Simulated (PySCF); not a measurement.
C4H9F2N.
SMILES: `CN[C@H](C)C(F)F`

Method: PySCF, TDDFT PBE0/def2-SVPD, vertical, gas phase, core orbitals frozen in the response. The structure is a single GFN2-xTB conformer in the gas phase; no vibrational or solvent corrections. Torsions of this conformer, `[CH3:1][NH:2][C@H:3]([CH3:4])[CH:5]([F:6])[F:7]`: C1–N2–C3–C4 -166°, N2–C3–C5–F6 -71°.

Computed states:

| state | E (eV) | f |
| --- | --- | --- |
| S1 | 6.09 | 0.0050 |
| S2 | 6.75 | 0.0097 |
| S3 | 6.88 | 0.018 |
| S4 | 7.20 | 0.018 |
| S5 | 7.72 | 0.0058 |
| S6 | 8.10 | 0.0068 |

Each state is given a Gaussian of 0.25 eV full width at half maximum, with ε(max) = 2.175×10⁸ f / Δν̃ (Δν̃ the width in cm⁻¹). The cross-section is σ = 3.8235×10⁻²¹ ε cm², given in Mb (10⁻¹⁸ cm²). The width is an assumption, not a result. The curve ends short of the highest state used, and states not computed would add to its high-energy end.

Q: Give the broadened spectrum and its maxima.

A: 
| E (eV) | σ (Mb) |
| --- | --- |
| 5.72 | 0.00 |
| 5.80 | 0.04 |
| 5.87 | 0.22 |
| 5.95 | 0.81 |
| 6.03 | 1.70 |
| 6.11 | 2.02 |
| 6.18 | 1.47 |
| 6.26 | 0.60 |
| 6.34 | 0.14 |
| 6.42 | 0.05 |
| 6.49 | 0.21 |
| 6.57 | 1.05 |
| 6.65 | 3.32 |
| 6.73 | 6.85 |
| 6.80 | 9.46 |
| 6.88 | 9.61 |
| 6.96 | 6.79 |
| 7.04 | 4.89 |
| 7.11 | 5.96 |
| 7.19 | 7.55 |
| 7.27 | 5.99 |
| 7.35 | 2.73 |
| 7.42 | 0.90 |
| 7.50 | 0.42 |

Maxima: 203 nm (6.09 eV), ε about 530, made up of S1 (100%); 181 nm (6.84 eV), ε about 2600, made up of S2 (27%) and S3 (72%); 172 nm (7.19 eV), ε about 2000, made up of S4 (99%) (ε in L mol⁻¹ cm⁻¹; maxima over ε = 5, shares over 10%). At its high-energy end, 7.50 eV, the curve is still rising (ε about 110, from S4 and S5).

Q: What would ε be at 6.84 eV, the highest of these maxima, with half the width (0.125 eV)?

A: About 3620 L mol⁻¹ cm⁻¹ against 2620, a factor of about 1.4; a lone state at its own centre would give exactly 2.

Q: Coming from long wavelengths, where does ε first pass 100 L mol⁻¹ cm⁻¹?

A: At about 210 nm (5.90 eV), 0.19 eV below S1.

Q: On this curve, what absorbance would a 10⁻⁵ mol/L sample give at 193 nm over a 1 cm path?

A: 193 nm is 6.424 eV, where ε is about 14 L mol⁻¹ cm⁻¹, so A = ε c l ≈ 0.00014 (Beer–Lambert, with the gas-phase spectrum and the assumed width).

Without π bonds the low states may be Rydberg-like; a valence basis with one diffuse set may place them up to an eV too high.
